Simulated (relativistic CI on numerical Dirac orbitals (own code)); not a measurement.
# Electric-dipole lines of Pd²⁹⁺

These numbers are calculated, not measured: Dirac-Coulomb-Breit CI, separate exchange-only KLI orbitals for each configuration, model QED, unscaled Slater integrals (own radial code, finite nucleus).

Configuration list (outside the closed core [Ne]): 3s2.3p5, 3s.3p6, 3s2.3p4.3d, 3s.3p5.3d, 3p6.3d, 3s.3p4.3d2, 3s2.3p3.3d.4p, 3p6.4s, 3s2.3p4.4s, 3s.3p4.3d.4s, 3p6.4p, 3s2.3p4.4p, 3s2.3p4.4d, 3s.3p5.4s, 3p5.3d.4p, 3s2.3p4.4f, 3s.3p5.4p, 3s.3p5.4d, 3s.3p5.4f, 3s2.3p4.5s, 3s2.3p4.5p, 3s2.3p4.5d, 3s2.3p3.4s.4p, 3s2.3p4.5f, 3s2.3p4.5g, 3s.3p4.4s2, 3s.3p5.5s, 3s.3p5.5p, 3s2.3p3.3d2, 3s2.3p2.3d3, 3s.3p3.3d3, 3s2.3p2.3d2.4s, 3s2.3p2.3d2.4p, 3s2.3p2.3d2.4d, 3p5.3d2, 3p4.3d3, 3p4.3d2.4s, 3p4.3d2.4p, 3p4.3d2.4d, 3s2.3p3.3d.4s, 3s.3p3.3d2.4s, 3s2.3p2.3d.4s2, 3s2.3p2.3d.4s.4p, 3s2.3p2.3d.4s.4d, 3p5.3d.4s, 3p4.3d.4s2, 3p4.3d.4s.4p, 3p4.3d.4s.4d, 3s2.3p3.4s2, 3s.3p3.3d.4s2, 3s2.3p2.4s2.4p, 3s2.3p2.4s2.4d, 3s2.3p3.4p2, 3s2.3p2.3d.4p2, 3s.3p3.3d.4p2, 3s2.3p2.4s.4p2, 3s2.3p2.4p3, 3s2.3p2.4p2.4d. Double excitations out of closed p, d and f shells are left out; levels of such configurations are missing from the list, as are those of other unlisted configurations, and high levels can miss mixing partners. These lack a partner that the ground configuration has and come out too high: 3s2.3p4.4f, 3s.3p5.4p, 3s.3p5.4d, 3s.3p5.4f, 3s2.3p4.5s.

```tsv
λ vac (nm)	Lower	Upper	A (s⁻¹)	log gf	S velocity/length
6.1846	3s2.3p4.3d 2D_5/2 [12]	3s2.3p3.3d2 2P°_3/2 [160]	2.71e+11	-0.21	0.78
6.1860	3s2.3p4.3d 4D_3/2 [4]	3s2.3p3.3d2 4P°_5/2 [123]	1.19e+11	-0.39	0.93
6.2112	3s2.3p4.3d 4D_5/2 [5]	3s2.3p3.3d2 4P°_5/2 [123]	1.77e+11	-0.21	0.88
6.2695	3s2.3p4.3d 4D_7/2 [7]	3s2.3p3.3d2 2G°_7/2 [127]	1.62e+11	-0.12	0.92
6.2700	3s2.3p4.3d 2P_1/2 [6]	3s2.3p3.3d2 2D°_3/2 [125]	2.17e+11	-0.29	0.96
6.2733	3s2.3p5 2P°_3/2 [1]	3s2.3p4.3d 2D_3/2 [28]	2.24e+11	-0.28	0.98
6.2767	3s2.3p4.3d 2F_7/2 [8]	3s2.3p3.3d2 2F°_7/2 [136]	2.82e+11	0.12	1.01
6.2859	3s2.3p4.3d 4D_7/2 [7]	3s2.3p3.3d2 4P°_5/2 [126]	2.14e+11	-0.12	0.97
6.2969	3s2.3p4.3d 2D_3/2 [10]	3s2.3p3.3d2 2D°_3/2 [139]	3.67e+11	-0.06	0.95
6.3119	3s2.3p4.3d 4F_9/2 [9]	3s2.3p3.3d2 4D°_7/2 [135]	2.58e+11	0.09	0.84
6.3292	3s2.3p4.3d 4D_7/2 [7]	3s2.3p3.3d2 4D°_7/2 [122]	1.10e+11	-0.28	0.87
6.3507	3s2.3p4.3d 4D_3/2 [4]	3s2.3p3.3d2 4P°_1/2 [113]	3.95e+11	-0.32	0.94
6.3609	3s.3p6 2S_1/2 [3]	3s2.3p3.3d2 2D°_3/2 [103]	1.47e+11	-0.45	0.97
6.3648	3s2.3p4.3d 2F_7/2 [8]	3s2.3p3.3d2 2D°_5/2 [131]	3.15e+11	0.06	0.82
6.3889	3s2.3p4.3d 4D_7/2 [7]	3s2.3p3.3d2 4D°_5/2 [120]	1.43e+11	-0.28	0.88
6.3974	3s.3p6 2S_1/2 [3]	3s.3p5.3d 2P°_3/2 [101]	1.35e+11	-0.48	0.99
6.3992	3s2.3p4.3d 4D_5/2 [5]	3s2.3p3.3d2 4D°_3/2 [111]	2.59e+11	-0.20	0.87
6.4102	3s2.3p4.3d 4F_9/2 [9]	3s2.3p3.3d2 2H°_11/2 [130]	8.29e+10	-0.21	1.04
6.4247	3s2.3p4.3d 2D_5/2 [12]	3s2.3p3.3d2 2D°_5/2 [152]	3.65e+11	0.13	0.98
6.4259	3s2.3p4.3d 4F_9/2 [9]	3s2.3p3.3d2 4D°_7/2 [129]	1.30e+11	-0.19	0.92
6.4366	3s2.3p5 2P°_3/2 [1]	3s2.3p4.3d 2D_5/2 [27]	5.32e+11	0.30	1.01
6.4377	3s2.3p4.3d 4F_9/2 [9]	3s2.3p3.3d2 4F°_9/2 [128]	3.62e+11	0.35	1.00
6.4484	3s2.3p4.3d 4D_7/2 [7]	3s2.3p3.3d2 4D°_7/2 [116]	1.19e+11	-0.22	0.95
6.4485	3s2.3p4.3d 4F_7/2 [17]	3s2.3p3.3d2 4D°_5/2 [169]	2.79e+11	0.02	0.84
6.4597	3s2.3p4.3d 2F_7/2 [8]	3s2.3p3.3d2 2G°_7/2 [127]	1.02e+11	-0.29	0.95
6.5015	3s2.3p5 2P°_3/2 [1]	3s2.3p4.3d 2S_1/2 [26]	6.31e+11	-0.10	0.97
6.5144	3s2.3p5 2P°_1/2 [2]	3s2.3p4.3d 2D_3/2 [31]	4.73e+11	0.08	1.00
6.5364	3s2.3p4.3d 2G_9/2 [22]	3s2.3p3.3d2 2G°_9/2 [176]	3.53e+11	0.35	0.96
6.5469	3s2.3p3.3d2 6F°_11/2 [47]	3s2.3p2.3d3 6F_11/2 [389]	2.73e+11	0.32	0.84
6.5546	3s2.3p4.3d 4F_7/2 [17]	3s2.3p3.3d2 2F°_7/2 [167]	1.57e+11	-0.09	0.96
6.5584	3s2.3p5 2P°_3/2 [1]	3s2.3p4.3d 2P_3/2 [25]	2.70e+11	-0.16	0.95
6.5956	3s2.3p4.3d 2F_7/2 [24]	3s2.3p3.3d2 2F°_7/2 [186]	3.19e+11	0.22	0.95
6.6488	3s2.3p4.3d 2G_9/2 [22]	3s2.3p3.3d2 2H°_11/2 [171]	1.95e+11	0.19	1.02
6.6516	3s2.3p4.3d 2F_7/2 [24]	3s2.3p3.3d2 2G°_9/2 [184]	2.31e+11	0.19	1.02
6.6773	3s2.3p4.3d 4F_9/2 [9]	3s2.3p3.3d2 4G°_11/2 [117]	1.66e+11	0.12	1.00
6.7451	3s2.3p4.3d 2D_5/2 [27]	3s2.3p3.3d2 2F°_7/2 [193]	4.85e+11	0.42	0.98
6.9038	3s2.3p4.3d 2F_7/2 [8]	3s2.3p3.3d2 4F°_9/2 [106]	6.57e+10	-0.33	0.99
7.0396	3s2.3p4.3d 4D_7/2 [7]	3s2.3p3.3d2 2G°_9/2 [91]	1.33e+11	-0.01	1.00
7.1455	3s2.3p4.3d 2D_3/2 [31]	3s2.3p3.3d2 2F°_5/2 [225]	5.10e+11	0.37	0.95
7.1693	3s2.3p4.3d 4D_5/2 [5]	3s2.3p3.3d2 4F°_7/2 [81]	6.02e+10	-0.43	1.01
7.2082	3s2.3p4.3d 2D_5/2 [30]	3s2.3p3.3d2 2D°_5/2 [208]	3.30e+11	0.19	0.97
7.2535	3s2.3p5 2P°_1/2 [2]	3s2.3p4.3d 2P_1/2 [29]	3.97e+11	-0.20	0.96
7.4334	3s2.3p4.3d 2G_9/2 [22]	3s2.3p3.3d2 2F°_7/2 [150]	1.44e+11	-0.02	0.83
7.6181	3s2.3p4.3d 2F_7/2 [19]	3s2.3p3.3d2 2G°_9/2 [132]	1.61e+11	0.15	1.01
8.1181	3s2.3p5 2P°_3/2 [1]	3s2.3p4.3d 2F_5/2 [14]	4.13e+10	-0.61	1.01
```

Terms are leading LS components. Brackets give the number of a level in order of energy, since labels repeat. The list gives strong lines, with weight on those to low levels, among the lowest 400 of 10102 levels, so that lines to higher ones, which can be the strongest, are missing. Levels whose partners in the same complex of configurations lie outside the list can be far off, and so can their lines. Rates are taken at the computed energies, electric ones in the length gauge. A velocity-to-length ratio far from 1 marks an uncertain rate.

At this charge energies of transitions that change n are usually good to better than 1 %, and those within a shell (Δn = 0) to a few per cent.

LS names give the leading component of a level, which can be under half, so a name can repeat, a term be missing and a line seem to break the LS rules.
